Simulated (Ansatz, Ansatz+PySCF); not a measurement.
```yaml
atoms:
  - { symbol: C, position_ang: [-0.0366, -0.0069, -1.4778] }
  - { symbol: Br, position_ang: [0.0159, -0.0073, 0.4652] }
  - { symbol: H, position_ang: [0.0436, -1.0312, -1.8350] }
  - { symbol: H, position_ang: [-0.9093, 0.5425, -1.9016] }
  - { symbol: H, position_ang: [0.9495, 0.5190, -1.8662] }
```

RHF-MP2 on singlet CH₃Br was run in several spherical basis sets with Ansatz (development build ahead of 0.2.0). Frozen core: 10 orbitals.

Q: Rank the basis sets by the total energy that they give, lowest first, with the distance from the lowest.
A. def2-SVP
B. 6-31G(d)
C. 6-31G
D. aug-cc-pVDZ
E. def2-TZVP
F. STO-3G

A: E (0.00 eV), D (5.24 eV), B (10.88 eV), A (11.74 eV), C (16.08 eV), F (778.70 eV).

Totals follow the description of the cores as much as that of the bonds, so this order isn't one of quality for chemistry.
